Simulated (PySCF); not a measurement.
Threshold energies of SbO in a plasma

CCSD(T) in PySCF with def2-TZVPPD on every atom (core potentials on Sb), for the lowest determinant that a PBE0 search found; no spin–orbit coupling.

```csv
species,state (unpaired electrons),Re (Å),ωe (cm⁻¹),energy of the minimum from the neutral (eV),De (eV),dissociates to
SbO,doublet (π ↑),1.830,817,0.00,3.93,Sb + O
SbO⁺,singlet (closed shell),1.780,910,7.80,5.19,Sb⁺ + O
```

Problem. Work out the lowest energy to break SbO into atoms, from its vibrational ground state.

Solution. D0 = De − ωe/2 = 3.93 − 0.05 = 3.88 eV (CCSD(T)/def2-TZVPPD).

Problem. Work out the ionisation energy of the Sb atom at this level and the threshold of dissociative ionisation.

Solution. IE(Sb) = 7.80 + 5.19 − 3.93 = 9.06 eV, so Sb⁺ + O + e⁻ appears at D0 + IE(Sb) = 12.94 eV (CCSD(T)/def2-TZVPPD). The measured IE(Sb) is 8.608 eV (NIST ASD).

These are thermodynamic thresholds; the onsets seen under electron impact lie higher where the geometry changes, and cross-sections peak well above them.

Correlated steps freeze 5 core orbitals. These are scalar-relativistic numbers at best; spin–orbit coupling would shift them, the dissociation energy most. For an ion De counts to the pair picked by the measured ionisation energies or electron affinities, which need not be the lowest pair at this level. Where the molecule has an RHF reference, its open-shell atoms are computed with UHF. The CCSD T1 diagnostic is raised in SbO⁺, a sign that a single reference may not be enough there. States were picked by a PBE0 search and need not be the measured ground states.
